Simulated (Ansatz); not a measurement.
C$_{5}$H$_{8}$AlFO$_{3}$, SMILES `CC1=CC(C)=[O+][Al-]([OH])([F])[O]1`, relaxed with RKS PBE-D4/def2-SVP in Ansatz 0.2.0 from a rough embedded geometry. The force threshold is 0.03 eV/Å; the program also tests the step.

The species carries charge 0 and has multiplicity 1.

Start:

```xyz
18

C    -0.252   -0.834    2.659
C    -0.087   -0.619    1.139
C    -0.498    0.563    0.549
C    -0.390    0.799   -0.862
C    -0.932    2.189   -1.334
O     0.137    0.099   -1.773
Al    0.878   -1.564   -1.352
O     2.672   -1.560   -1.631
F     0.099   -2.879   -2.330
O     0.522   -1.687    0.418
H    -1.356   -0.752    2.838
H     0.259   -0.037    3.164
H     0.072   -1.755    2.900
H    -0.935    1.297    1.162
H    -0.772    2.312   -2.438
H    -0.405    2.982   -0.857
H    -2.028    2.216   -1.132
H     3.018   -0.769   -1.121
```

(1) How much energy does the relaxation release, and in how many steps? (Estimate.)

(2) Which bonds change most? (Best estimate.)

(3) Give the relaxed structure. (Best estimate.)

Results:

(1) Computed: 30.66 kcal/mol, in 21 steps, 2 of them rejected.

(2) The calculation gave: Al7–F9 from 1.814 to 1.680 Å; C2–O10 from 1.425 to 1.292 Å; Al7–O8 from 1.816 to 1.713 Å; C1–H13 from 1.006 to 1.109 Å.

(3) Computed: 
```xyz
18

C    -0.208   -0.818    2.626
C    -0.044   -0.563    1.154
C    -0.518    0.631    0.569
C    -0.373    0.936   -0.802
C    -0.878    2.236   -1.360
O     0.190    0.147   -1.656
Al    0.788   -1.572   -1.339
O     2.410   -1.844   -1.818
F    -0.350   -2.635   -1.967
O     0.550   -1.499    0.492
H    -0.824   -1.730    2.769
H    -0.675    0.028    3.160
H     0.784   -1.040    3.070
H    -1.011    1.368    1.217
H    -0.051    2.754   -1.886
H    -1.304    2.900   -0.587
H    -1.651    2.024   -2.128
H     3.166   -1.325   -1.514
```
